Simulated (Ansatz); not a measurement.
A structure relaxed at PBE0-D4/def2-SVPD in Ansatz, charge -2, singlet:

```xyz
5

Cd   -0.0001    0.0001   -0.0002
Cl   -1.8866   -0.9040   -1.4438
Cl   -0.5973   -0.2896    2.4538
Cl    0.3438    2.4679   -0.5027
Cl    2.1402   -1.2744   -0.5071
```

Problem. Give its formula, name or SMILES and point group.

Solution. [CdCl4]2- (CdCl₄²⁻). Point group Td (tolerance 0.1 Å).

Problem. Summarise the bond lengths by kind (pairs closer than 1.2 times the sum of covalent radii, bridged metal pairs left out).

Solution. 4 × Cd–Cl 2.54 Å. The metal has 4 neighbours: Cl 2.54 Å, Cl 2.54 Å, Cl 2.54 Å, Cl 2.54 Å.

In the def2 sets Cd takes a core potential; there is no spin–orbit coupling. A multiply charged anion in the gas phase is held together partly by the finite basis.
